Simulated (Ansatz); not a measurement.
Reactions of CH$_{8}$BNOSi, SMILES `BN[SiH2]OC`.

Isolated molecules relaxed with PBE0-D4/def2-TZVP in Ansatz; ΔE leaves out vibrations. CCSD(T)/CBS is the MP2 limit (def2-TZVPP, def2-QZVPP) plus CCSD(T) − MP2 in def2-TZVPP, frozen cores. This one scheme is used for every species, atoms too. Functionals use def2-TZVPP. No spin–orbit coupling; open shells (•) take unrestricted orbitals. Spin–orbit coupling would lower the free atoms: a little for B, C, O, Si. One conformer a species, not always the lowest.

| reaction | CCSD(T)/CBS(def2) (kJ/mol) |
| --- | --- |
| `BN[SiH2]OC` → `BN` + `CO[SiH]` | 234 |
| `BN[SiH2]OC` + HCl → `CO[SiH2]Cl` + `BN` | -56 |
| `BN[SiH2]OC` + H₂ → `BN[SiH3]` + CH₃OH | ? |
| `BN[SiH2]OC` + `C[SiH](N)O` → `CO[SiH](C)N` + `BN[SiH2]O` | -4 |
| `BN[SiH2]OC` → B• + C• + 8 H• + N• + O• + Si• | 4791 |
| `BN[SiH2]OC` → `[CH2]` (triplet) + `BN[SiH2]O` | ? |

Task: Fill in the missing values. (Best estimate.)

Result: Computed: `BN[SiH2]OC` + H₂ → `BN[SiH3]` + CH₃OH: +86.2 kJ/mol; `BN[SiH2]OC` → `[CH2]` (triplet) + `BN[SiH2]O`: +375.0 kJ/mol.

Largest T1 diagnostic: 0.015, for `CO[SiH]`.
